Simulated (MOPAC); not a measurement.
Input file for MOPAC: PM6 on FHSi (SMILES F[SiH]), a point of a bond scan (R = 1.846 Å).

```
PM6 1SCF PRECISE CHARGE=0 THREADS=1
FHSi

Si    -0.20727404 1    -0.34538525 1     0.44957300 1
H     -1.16227597 1    -1.36480062 1    -0.75683591 1
F      0.43388284 1     0.67003240 1    -0.63758381 1
```

Output:

```
*******************************************************************************
 **                                                                           **
 **                              MOPAC v23.2.5                                **
 **                                                                           **
 *******************************************************************************
 ** MOPAC's Digital Object Identifier: https://doi.org/10.5281/zenodo.6511958 **
 **                                                                           **
 ** Please cite the open-source release paper for use of this MOPAC version:  **
 ** J. E. Moussa and J. J. P. Stewart (2026)                                  **
 ** MOPAC: An open-source semiempirical molecular orbital program             **
 ** J. Open Source Softw., 11(119), 8025, https://doi.org/10.21105/joss.08025 **
 *******************************************************************************

                              PM6 CALCULATION RESULTS

 *******************************************************************************
 *  PM6        - The PM6 Hamiltonian to be used
 *
 *
 *
 *                 CHARGE ON SYSTEM = 0
 *
 *
 *
 *  PRECISE    - TIGHTER CRITERIA TO BE USED
 *  1SCF       - DO 1 SCF AND THEN STOP
 *  THREADS=1  - MULTI-THREADING NOT USED
 *  T=         - A TIME OF 172800.0 SECONDS REQUESTED
 *  DUMP=N     - RESTART FILE WRITTEN EVERY 7200.0 SECONDS REQUESTED
 *******************************************************************************
PM6 1SCF PRECISE CHARGE=0 THREADS=1
 FHSi

   ATOM   CHEMICAL          X               Y               Z
  NUMBER   SYMBOL      (ANGSTROMS)     (ANGSTROMS)     (ANGSTROMS)

     1      Si         -0.20727404  *  -0.34538525  *   0.44957300  *
     2       H         -1.16227597  *  -1.36480062  *  -0.75683591  *
     3       F          0.43388284  *   0.67003240  *  -0.63758381  *



          CARTESIAN COORDINATES

    NO.       ATOM           X           Y           Z

     1        Si         -0.2073     -0.3454      0.4496
     2         H         -1.1623     -1.3648     -0.7568
     3         F          0.4339      0.6700     -0.6376

 General Reference for PM6:
 "Optimization of Parameters for Semiempirical Methods V: Modification of NDDO Approximations
 and Application to 70 Elements", J. J. P. Stewart, J. Mol. Mod., 13, 1173-1213 (2007)
 URL: https://link.springer.com/article/10.1007/s00894-007-0233-4

           Empirical Formula: H Si F  =     3 atoms



      MOLECULAR POINT GROUP   :   Cs


      RHF CALCULATION, NO. OF DOUBLY OCCUPIED LEVELS = 6


 -------------------------------------------------------------------------------
 PM6 1SCF PRECISE CHARGE=0 THREADS=1
 FHSi



     1SCF WAS SPECIFIED, SO BFGS WAS NOT USED
     SCF FIELD WAS ACHIEVED


                              PM6 CALCULATION
                                                       MOPAC v23.2.5 Linux




          FINAL HEAT OF FORMATION =        -10.16537 KCAL/MOL =     -42.53191 KJ/MOL


          COSMO AREA              =         83.92 SQUARE ANGSTROMS
          COSMO VOLUME            =         69.92 CUBIC ANGSTROMS

          IONIZATION POTENTIAL    =          8.012368 EV
          HOMO LUMO ENERGIES (EV) =         -8.012 -1.393
          NO. OF FILLED LEVELS    =          6
          MOLECULAR WEIGHT        =         48.0918         POINT GROUP:  Cs

          MOLECULAR DIMENSIONS (Angstroms)

            Atom       Atom       Distance
            F     3    H     2     2.58892
           Si     1    F     3     1.14756
            H     2    F     3     0.00000


          SCF CALCULATIONS        =          1





   ATOM   CHEMICAL          X               Y               Z
  NUMBER   SYMBOL      (ANGSTROMS)     (ANGSTROMS)     (ANGSTROMS)

     1      Si         -0.20727404  *  -0.34538525  *   0.44957300  *
     2       H         -1.16227597  *  -1.36480062  *  -0.75683591  *
     3       F          0.43388284  *   0.67003240  *  -0.63758381  *

                             CARTESIAN COORDINATES

   1   Si       -0.207274040    -0.345385250     0.449573000
   2    H       -1.162275970    -1.364800620    -0.756835910
   3    F        0.433882840     0.670032400    -0.637583810


           Empirical Formula: H Si F  =     3 atoms



      MOLECULAR POINT GROUP   :   Cs


                  EIGENVALUES
 -39.46795 -16.64399 -15.12767 -14.81253 -12.34350  -8.01237  -1.39255  -0.67164
   0.68929   1.37203   1.98958   2.15435   2.76674   4.18877


              NET ATOMIC CHARGES AND DIPOLE CONTRIBUTIONS

  ATOM NO.   TYPE          CHARGE      No. of ELECS.   s-Pop       p-Pop       d-Pop
    1         Si           0.422879        3.5771     1.86787     1.24462     0.46463
    2          H          -0.032645        1.0326     1.03265
    3          F          -0.390234        7.3902     1.93160     5.45863
 DIPOLE           X         Y         Z       TOTAL
 POINT-CHG.    -1.052    -1.743     2.227     3.018
 HYBRID        -0.019     0.137    -0.928     0.938
 SUM           -1.071    -1.606     1.299     2.327


          ATOMIC ORBITAL ELECTRON POPULATIONS

     Atom    s        px        py        pz      x^2-y^2     xz        z^2       yz        xy
    1 Si   1.86787   0.26661   0.28520   0.69281   0.04494   0.08179   0.05212   0.13392   0.15186
    2  H   1.03265
    3  F   1.93160   1.83848   1.80159   1.81856

 **********************
 *                    *
 * JOB ENDED NORMALLY *
 *                    *
 **********************




 == MOPAC DONE ==
```

The run finished.

Cost: about 0.020 core-seconds (a rough figure).
